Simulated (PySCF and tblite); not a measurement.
The numbers below are computed, except where a source is named.
## Conformers and averaged properties: C₈H₈O, numbered as in [CH2:1]=[CH:2][O:3][c:4]1[cH:5][cH:6][cH:7][cH:8][cH:9]1

Level: BHandHLYP-D3(BJ)/6-31+G* (IEF-PCM, water)//PBE0-D3(BJ)/def2-SVP, thermal terms from GFN2-xTB, symmetry numbers and mirror pairs counted. Conformers within 3 kcal/mol (GFN2-xTB free energy) were kept, 4 at most. GIAO shieldings: PBE0/pcSseg-1 (IEF-PCM, water). Shifts are against TMS (¹H), TMS (¹³C) at the same level; of two unlike H on one atom, a is the less shielded. Programs: PySCF with density fitting and tblite.

Torsions listed: C1–C2–O3–C4, C2–O3–C4–C5. Of a mirror pair one member is shown.

```tsv
conformer	shape	symmetry	E(GFN2) kcal/mol	E(DFT) kcal/mol	G(298.15 K) kcal/mol	weight %	dipole D
1	157°, 153°	C1 (pair)	0.00	0.00	0.00	83.5	1.67
2	1°, 89°	Cs	0.78	0.39	0.96	16.5	1.27
```

Weights (%) against temperature:

| T (K) | 1 | 2 | S(mix) cal/mol/K |
| --- | --- | --- | --- |
| 220 | 87.4 | 12.6 | 1.96 |
| 260 | 85.2 | 14.8 | 2.01 |
| 298.15 | 83.5 | 16.5 | 2.04 |
| 340 | 81.9 | 18.1 | 2.07 |
| 380 | 80.6 | 19.4 | 2.09 |

Averaged shifts at 298.15 K. ¹H: 7.70 (H6/H8, 2H), 7.44 (H7, 1H), 7.25 (H5/H9, 2H), 6.79 (H2, 1H), 4.92 (H1a, 1H), 4.80 (H1b, 1H) ppm. ¹³C: 162.9 (C4), 157.9 (C2), 137.2 (C6/C8), 130.1 (C7), 123.5 (C5/C9), 99.8 (C1) ppm.

Coordinates of conformer 1 (Å):

```xyz
17

C    -3.518   -0.234   -0.219
C    -2.296    0.098    0.194
O    -1.284   -0.803    0.239
C     0.005   -0.370    0.203
C     0.961   -1.193    0.806
C     2.300   -0.822    0.787
C     2.697    0.368    0.175
C     1.740    1.178   -0.431
C     0.393    0.814   -0.428
H    -3.735   -1.240   -0.585
H    -4.321    0.501   -0.174
H    -2.047    1.099    0.570
H     0.626   -2.115    1.286
H     3.043   -1.468    1.263
H     3.750    0.659    0.166
H     2.040    2.105   -0.926
H    -0.347    1.436   -0.935
```

Coordinates of conformer 2 (Å):

```xyz
17

C     2.555   -0.094    0.623
C     2.387    0.629   -0.485
O     1.221    0.901   -1.123
C     0.057    0.403   -0.593
C    -0.641    1.144    0.358
C    -1.848    0.654    0.854
C    -2.349   -0.568    0.406
C    -1.640   -1.301   -0.545
C    -0.432   -0.821   -1.046
H     1.722   -0.562    1.151
H     3.563   -0.226    1.017
H     3.219    1.099   -1.016
H    -0.232    2.099    0.693
H    -2.401    1.235    1.597
H    -3.296   -0.947    0.796
H    -2.031   -2.257   -0.903
H     0.139   -1.376   -1.792
```

Thermal terms of a conformer that GFN2-xTB lacks, or places elsewhere, come from the nearest GFN2-xTB minimum; such a conformer stays in the set even outside the window. Shifts are unscaled: against experiment ¹³C can be off by 15 ppm or more and ¹H by 0.8 ppm.
